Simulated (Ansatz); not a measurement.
`O[BH][GeH3]` and `OB[TeH]` differ in one atom or group.

Ansatz, PBE0-D4/def2-TZVP geometries, multiplicity 1. Each molecule was computed in one conformer, which needn't be the lowest.

Elements past krypton have def2 core potentials. Scalar relativity is left out up to krypton.

```csv
property,`O[BH][GeH3]`
HOMO energy (ωB97M-V/def2-TZVPP) / eV,-9.99
HOMO energy (PBE/def2-TZVPP) / eV,-6.59
size of the dipole moment (ωB97M-V/def2-TZVPP) / D,2.33
HOMO–LUMO gap (B3LYP/def2-TZVPP) / eV,6.44
LUMO energy (PBE/def2-TZVPP) / eV,-1.95
HOMO energy (B3LYP/def2-TZVPP) / eV,-7.64
```

**Question.** What does the change do to each property? (Best estimate.)

**Answer.** Ansatz gave: 
| property | `OB[TeH]` | shift |
| --- | --- | --- |
| HOMO energy (ωB97M-V/def2-TZVPP) / eV | -8.80 | 1.19 |
| HOMO energy (PBE/def2-TZVPP) / eV | -5.74 | 0.85 |
| size of the dipole moment (ωB97M-V/def2-TZVPP) / D | 1.04 | -1.29 |
| HOMO–LUMO gap (B3LYP/def2-TZVPP) / eV | 5.55 | -0.89 |
| LUMO energy (PBE/def2-TZVPP) / eV | -1.54 | 0.41 |
| HOMO energy (B3LYP/def2-TZVPP) / eV | -6.53 | 1.11 |

With PBE0 the HOMO rises by 1.08 eV and the LUMO rises by 0.28 eV, so the gap narrows by about 0.80 eV. PBE moves the HOMO by 0.85 eV and ωB97M-V by 1.19 eV. The zero-point energy changes by -41.6 kJ/mol with -6 modes. Dipoles are sizes alone; their direction can turn.

B3LYP here is the variant with VWN-RPA as its local correlation; programs differ in this.

Spin–orbit coupling is left out; it splits and shifts lone-pair levels of the heavy atoms by tenths of an eV.
